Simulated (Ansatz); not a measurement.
`[CH3][SbH2]` + F• → `[CH3][SbH]`• + H–F  (hydrogen abstraction from the Sb–H bond)

Isolated molecules relaxed with PBE0-D4/def2-TZVP in Ansatz; ΔE leaves out vibrations. CCSD(T)/CBS adds triple-zeta CCSD(T) − MP2 to the extrapolated MP2 energy (def2 sets, frozen cores). This one scheme is used for every species, atoms too. DFT in def2-TZVPP. No spin–orbit coupling; open shells (•) take unrestricted orbitals. Spin–orbit coupling would lower the free atoms: a little for F. def2 core potentials past Kr. Bonds to Sb are less sure, by a few kJ/mol each and by 10 to 20 or more in all where they break to atoms, as the def2 sets lack core-valence functions.

| level | ΔE (eV) |
| --- | --- |
| revPBE | -3.07 |
| CCSD/CBS(def2) | -3.01 |

Task: What does CCSD(T)/CBS give? (An estimate is asked.)

Result: The calculation gave: -3.06 eV. The listed levels differ from it by -0.01, 0.05 eV.

Largest T1 diagnostic among the species: 0.013.

In def2-TZVPP, CCSD(T) changes the Hartree–Fock value by −0.86 eV (the triples alone add −0.05 eV) and MP2 by −1.17 eV. From r2SCAN to r2SCAN0 (25 % exact exchange), in def2-TZVPP and without D4, ΔE moves by +0.13 eV.

CCSD(T)/CBS has its own doubt, a few kJ/mol and more with outer-core shells, so smaller differences from it don't rank the levels.
